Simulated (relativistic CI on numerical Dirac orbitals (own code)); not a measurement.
## d1 to d9 in one octahedral field

Computed with a parametric ligand-field model without spin-orbit coupling, by exact diagonalisation: B = 510, C = 2000, 10Dq = 30000 cm⁻¹ (Oh; |10Dq|/B = 58.8) for every shell. Energies in cm⁻¹; the field energy is (0.6 n_e − 0.4 n_t2) × 10Dq of the ground term; g labels are left out. So small a B with so large a field is typical of 4d and 5d ions, where spin-orbit coupling, left out here, reaches 1,000 to 4,000 cm⁻¹.

| Shell | Ground term | Electrons in e | Field energy | First spin-allowed bands | Lowest term of other spin |
| --- | --- | --- | --- | --- | --- |
| d1 | 2T2 | 0.000 | -12000 | 2E 30000 |  |
| d2 | 3T1 | 0.008 | -23771 | 3T2 28739, 3T1 35127 | 1T2 7223 |
| d3 | 4A2 | 0.000 | -36000 | 4T2 30000, 4T1 35757 | 2E 10073 |
| d4 | 3T1 | 0.012 | -47650 | 3E 27996, 3T1 28480 | 1T2 6227 |
| d5 | 2T2 | 0.023 | -59320 | 2A2 27216, 2T1 27401 | 4T1 20169 |
| d6 | 1A1 | 0.017 | -71493 | 1T1 28484, 1T2 35877 | 3T1 24263 |
| d7 | 2E | 1.011 | -53669 | 2T1 28371, 2T2 28869 | 4T1 20102 |
| d8 | 3A2 | 2.000 | -36000 | 3T2 30000, 3T1 35757 | 1E 8028 |
| d9 | 2E | 3.000 | -18000 | 2T2 30000 |  |

Low spin: d4, d5, d6, d7; the other shells keep the spin of the free ion. Only d4 to d7 can choose; the field needed to pair spins is smallest for d6 and largest for d5, which loses most exchange energy. In the strong-field picture 10Dq must exceed about 6B + 5C = 13060 (d4), 7.5B + 5C = 13825 (d5), 2.5B + 4C = 9275 (d6) and 4B + 4C = 10040 (d7); mixing of terms shifts these bounds somewhat.
